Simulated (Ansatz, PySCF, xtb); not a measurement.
Torsion H4–O1–Se2–O3 in H2O2Se (SMILES O[Se]O); at each angle all else is relaxed with GFN2-xTB, and the levels are single points there.
Geometry at 90° (charge 0, multiplicity 1):
```
atom    x (Å)    y (Å)    z (Å)
----  -------  -------  -------
O      1.1637   0.4819  -0.3330
Se    -0.1821  -0.6801  -0.5449
O     -0.4084  -1.1613   1.1624
H      2.0156   0.0405  -0.3998
H     -0.9316  -0.5056   1.6335
```

On the grid 0° to 330°, 180° is the highest and 90° the lowest point at CCSD(T)/CBS(cc-pVTZ, cc-pVQZ).

Rows in 3-21G carry no dispersion term and start afresh at each structure; the Pople sets are all-electron and without relativity.

Codes used: Ansatz (a quantum-chemistry and plane-wave program) with Gaussian orbitals; PySCF for 3-21G rows; xtb for the GFN methods. Each number belongs to the level named beside it.

**Question.** One of these levels gives 11.15 kcal/mol for the energy at 180° less that at 90°. Which one is it?
(A) B3LYP/3-21G
(B) GFN2-xTB
(C) HF/3-21G
(D) HF/cc-pVQZ

**Answer.** A, B3LYP/3-21G. The others give 3.17 (GFN2-xTB), 9.28 (HF/3-21G), 6.98 (HF/cc-pVQZ)
